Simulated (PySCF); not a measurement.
Does the answer move with the share of exact exchange?

Compound: C3H3NSSi.
InChI=1S/C3H3NSSi/c4-1-3(6)2-5/h6H3

PySCF, pcSseg-2 basis, density fitting, gas phase, PBE0-D3(BJ)/def2-SVP geometry. One functional is left out:

```json
{"functional": "B97-D", "exact exchange (%)": "0", "HOMO energy (eV)": "-6.30", "LUMO energy (eV)": "-3.82", "dipole moment (D)": "4.150"}
{"functional": "BLYP", "exact exchange (%)": "0", "HOMO energy (eV)": "-6.17", "LUMO energy (eV)": "-3.75", "dipole moment (D)": "4.192"}
{"functional": "BP86", "exact exchange (%)": "0", "HOMO energy (eV)": "-6.44", "LUMO energy (eV)": "-4.00", "dipole moment (D)": "4.181"}
{"functional": "LDA", "exact exchange (%)": "0", "HOMO energy (eV)": "-6.51", "LUMO energy (eV)": "-4.12", "dipole moment (D)": "4.313"}
{"functional": "OPBE", "exact exchange (%)": "0", "HOMO energy (eV)": "-6.37", "LUMO energy (eV)": "-3.88", "dipole moment (D)": "4.086"}
{"functional": "PBE", "exact exchange (%)": "0", "HOMO energy (eV)": "-6.35", "LUMO energy (eV)": "-3.92", "dipole moment (D)": "4.172"}
{"functional": "B3LYP", "exact exchange (%)": "20", "HOMO energy (eV)": "-7.15", "LUMO energy (eV)": "-3.22", "dipole moment (D)": "4.229"}
{"functional": "B97-2", "exact exchange (%)": "21", "HOMO energy (eV)": "-7.15", "LUMO energy (eV)": "-3.09", "dipole moment (D)": "4.183"}
{"functional": "mPW1PW91", "exact exchange (%)": "25", "HOMO energy (eV)": "-7.39", "LUMO energy (eV)": "-3.06", "dipole moment (D)": "4.207"}
{"functional": "BHandHLYP", "exact exchange (%)": "50", "HOMO energy (eV)": "-8.25", "LUMO energy (eV)": "-1.99", "dipole moment (D)": "4.255"}
```

Predict the row of PBE0 (25 % exact exchange) by straight lines through the other rows, and check it.

```tsv
property	line	computed	computed − line	mPW1PW91 (25 %), for comparison
HOMO energy (eV)	-7.32	-7.37	-0.05	-7.39
LUMO energy (eV)	-2.98	-3.05	-0.07	-3.06
dipole moment (D)	4.215	4.213	-0.002	4.207
```

Which of these properties follows the share of exact exchange most closely, and which least?

Most closely the HOMO energy, least the dipole moment; the correlations over the tabulated rows are HOMO energy -0.990, LUMO energy 0.987, dipole moment 0.375. The HOMO energy moves by -0.384 eV for every 10 %. Functionals with the same share still differ in their other parts: at 0 % BLYP and LDA differ by 0.34 eV in it.
